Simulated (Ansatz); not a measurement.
CH$_{5}$Cl$_{2}$NbO$_{3}$ (`C[O][Nb]([OH])([OH])([Cl])[Cl]`), relaxed with RKS PBE-D4/def2-SVP in Ansatz from a rough embedded geometry. The force threshold is 0.03 eV/Å; the program also tests the step.

Total charge 0; spin multiplicity 1. Nb: def2 effective core potential.

Start:

```xyz
12

C     0.455    1.706   -0.499
O    -0.210    1.092   -1.607
Nb   -0.250   -1.101   -0.329
O    -2.169   -0.512    0.100
O     0.901   -2.168    1.454
Cl    1.599   -2.595   -1.765
Cl   -1.096    0.438    2.021
H    -0.070    1.361    0.434
H     0.546    2.770   -0.596
H     1.529    1.278   -0.521
H    -2.904   -0.510   -0.668
H     1.669   -1.759    1.976
```

```
step  energy (eV)  largest force (eV/Å)  largest move (Å)
   1  -33823.0331                 4.337             0.000
   2  -33826.1934                 3.036             0.195
   3  -33828.4794                 2.462             0.195
   4  -33829.9727                 1.728             0.195
   5  -33830.8243                 1.193             0.198
   6  -33831.5272                 1.085             0.193
   7  -33831.9582                 0.425             0.198
   8  -33832.1572                 0.351             0.193
   9  -33832.2354                 0.282             0.200
  10  -33832.2723                 0.283             0.200
  11  -33832.2759                 0.359             0.103
  12  -33832.2823                 0.163             0.052
  13  -33832.2868                 0.097             0.074
  14  -33832.2946                 0.093             0.098
  15  -33832.3105                 0.265             0.195
  16  -33832.3188                 0.551             0.194
  17  -33832.3332                 0.411             0.054
  18  -33832.3390                 0.401             0.187
  19  -33832.3655                 0.387             0.200
  20  -33832.3706                 0.363             0.127
  21  -33832.3850                 0.058             0.072
  22  -33832.3861                 0.020             0.022
```

End:

```xyz
12

C     0.469    2.022   -0.626
O     0.043    0.692   -0.653
Nb   -0.101   -1.017    0.143
O    -1.911   -1.263   -0.354
O    -0.063   -2.516    1.305
Cl    1.422   -1.949   -1.351
Cl    0.492    0.194    2.118
H     0.662    2.333    0.426
H    -0.310    2.680   -1.067
H     1.406    2.134   -1.215
H    -2.335   -0.607   -0.941
H     0.225   -2.701    2.216
```

It took 53 s on 2 threads of an AMD EPYC 7R13 on a shared host and a share of an NVIDIA H100 80 GB, with 0.85 GiB of host memory at the peak.
